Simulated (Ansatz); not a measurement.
Reaction (formal exchange of groups at the Se–Si bond): `FC[SiH2][SeH]` + `COCF` → `COC(F)[SeH]` + `FC[SiH3]`

Gas-phase electronic energies from Ansatz, PBE0-D4/def2-TZVP geometries. CCSD(T)/CBS is the MP2 limit (def2-TZVPP, def2-QZVPP) plus CCSD(T) − MP2 in def2-TZVPP, frozen cores. For Se outer-core shells are correlated without core-valence functions, which leaves a few kJ/mol of doubt a bond. Scalar relativity is left out up to krypton. Each species was taken in one conformer, which may not be the lowest.

```csv
species,HF/def2-TZVPP energy (Eh)
`FC[SiH2][SeH]`,-2829.08036
`COCF`,-253.04085
`COC(F)[SeH]`,-2652.87270
`FC[SiH3]`,-429.20189
```

(1) Work out ΔE.

Largest T1 diagnostic among the species: 0.011.

Results:

(1) ΔE = (-2652.87270) + (-429.20189) − (-2829.08036) − (-253.04085) = 0.04662 Eh = +122.4 kJ/mol. CCSD(T)/CBS gives +116.0 kJ/mol.

In def2-TZVPP, CCSD(T) changes the Hartree–Fock value by −11.3 kJ/mol (the triples alone add −2.3 kJ/mol) and MP2 by −7.1 kJ/mol. From PBE to PBE0 (25 % exact exchange), in def2-TZVPP and without D4, ΔE moves by +6.7 kJ/mol.
